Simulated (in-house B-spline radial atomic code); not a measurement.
Li⁺. Computed with a B-spline radial atomic code. Model: all-electron spherical atom, spin shells full or empty, radial basis limit, no spin-orbit coupling, Breit or QED, empty-state partial waves extrapolated as (l+1/2)^-4, RPA, G0W0 and static COHSEX of the highest shell as one setting changes (uncorrelated shells keep exact exchange).

Empty levels are discrete states of a finite basis, so the steps are uneven.

Given: element Li; charge 1; filled core none; hamiltonian non-relativistic; mean-field start PBE; highest l of empty states 9; lowest nl shells left uncorrelated 0; highest mean-field shell 1s; box radius 23.78 bohr.

Shell: 1s 1 1 (electrons up and down).

```tsv
highest empty level kept (hartree)	RPA correlation energy (hartree)	G0W0 level (eV)	G0W0 minus most complete (meV)	COHSEX level (eV)	linearised minus solved G0W0 (meV)
1.33	-0.0097958	-73.776	1145.2	-74.549	-96.1
2.67	-0.020603	-73.643	1278.9	-74.727	-90.7
4.67	?	?	?	?	?
8	-0.050006	-74.063	858.1	-76.032	-90.9
13.33	-0.062245	-74.313	608.5	-76.696	-93.2
24	-0.074873	-74.601	320	-77.462	-96.8
40	?	?	?	?	?
80	-0.084656	-74.852	69.1	-78.085	-100.6
160	-0.086405	-74.9	21.8	-78.192	-101.4
333.33	-0.086934	-74.915	6.7	-78.223	-101.6
800	-0.087112	-74.92	1.1	-78.233	-101.7
2666.7	-0.08714	-74.921	0	-78.235	-101.8
```

Task: What follows for highest empty level kept = 40?

Result: RPA correlation energy -0.080703 hartree; G0W0 level -74.749 eV; G0W0 minus most complete 172.3 meV; COHSEX level -77.836 eV; linearised minus solved G0W0 -99 meV.

Task: What follows for highest empty level kept = 4.67?

Result: RPA correlation energy -0.034325 hartree; G0W0 level -73.769 eV; G0W0 minus most complete 1152.9 meV; COHSEX level -75.249 eV; linearised minus solved G0W0 -88.8 meV.
